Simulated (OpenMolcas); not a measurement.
An atom or ion with 15 electrons was computed by XMS-CASPT2, IPEA 0.25 Eh, imaginary shift 0.1 Eh with spin-orbit coupling (OpenMolcas, ANO-RCC-VTZP, DKH2). The lowest levels that the run gave, each within 12 % of the measured value where one is at hand:

```
  J  Parity  E (cm⁻¹)      g
3/2     odd       0.0  2.002
3/2     odd     12280  0.800
5/2     odd     12300  1.200
1/2     odd     19470  0.666
3/2     odd     19480  1.334
5/2    even     60450  1.601
3/2    even     60600  1.735
1/2    even     60690  2.671
```

Question: Which ion is it, and what are the configurations and terms?

Answer: neutral phosphorus (Z = 15, neutral; active space 5 electrons in 8 orbitals (3s 3p 4s 4p)). J, parity and g give the terms where levels are pure, and mixed ones are named by the computed weights; the size of the splittings, set against known spectra of the 15-electron sequence, gives the charge. In order, with the measured energies in cm⁻¹ (NIST Handbook of Basic Atomic Spectroscopic Data): 3s² 3p³ ⁴S°_3/2, 3s² 3p³ ²D°_3/2 (11361), 3s² 3p³ ²D°_5/2 (11377), 3s² 3p³ ²P°_1/2 (18723), 3s² 3p³ ²P°_3/2 (18748), 3s 3p⁴ ⁴P_5/2 (59535), 3s 3p⁴ ⁴P_3/2 (59716), 3s 3p⁴ ⁴P_1/2 (59820).

CASPT2 does not keep the components of a term degenerate, so their means are used; among the terms shown or strongly mixed into the levels shown the widest spread is 610 cm-1 (3s² 3p³ ²D°). Over all roots computed the reference weight is 0.87 to 0.96; the roots of lowest weight are the least certain, and an intruder state may touch them. Active for correlation alone: 4p 4s; no level in the range computed is led by a configuration that fills them, so any true level of that kind is missing. Terms of s pⁿ other than that of highest spin mix with s² pⁿ⁻² d, which this space lacks; all of them can be thousands of cm-1 off, and some have no real level of that name. Measured partners are found by configuration, term and J. A level has none where our copy of the source lacks it or the pairing is in doubt (some pairs that miss far off the trend of their configuration count as doubtful), and it then counts in no deviation. Levels of configurations outside the active space are missing.

° marks odd parity.
